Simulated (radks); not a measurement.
These are the eigenvalues of the occupied orbitals of an atom or ion with whole-number occupations (eV). All-electron calculation, scalar-relativistic Kohn-Sham, BLYP, spin-polarised, spherical densities, finite nucleus; Fermi nuclear charge, rms radius of each element as measured or else 0.836 A^(1/3) + 0.57 fm. Program: a radial shooting solver on a logarithmic mesh with Libxc functionals.

1s down: -48419.92
1s up: -48419.92
2s up: -7995.546
2s down: -7995.507
2p up: -7130.299
2p down: -7130.273
3s up: -1802.680
3s down: -1800.736
3p up: -1533.379
3p down: -1531.447
3d up: -1172.758
3d down: -1171.267
4s up: -401.8917
4s down: -397.2246
4p up: -312.9264
4p down: -308.3126
4d up: -188.8512
4d down: -184.3344
5s up: -89.8174
5s down: -87.6511
5p up: -66.5294
5p down: -64.9046
4f up: -54.1880

Which element is it, and in what charge state? The configuration may be excited. Open shells, if any, are filled with parallel spins first.

Answer. Z = 63, europium, charge +4: Eu4+ in [Xe] 4f5. The list shows which subshells hold electrons but not how many an open one holds; the 1s level, -1779.4 hartree, gives Z - s = 59.7 by -(Z - s)^2/2, which with screening and relativity narrows Z to a few neighbours, and the depths of the outer levels then fix element, charge and occupations together.
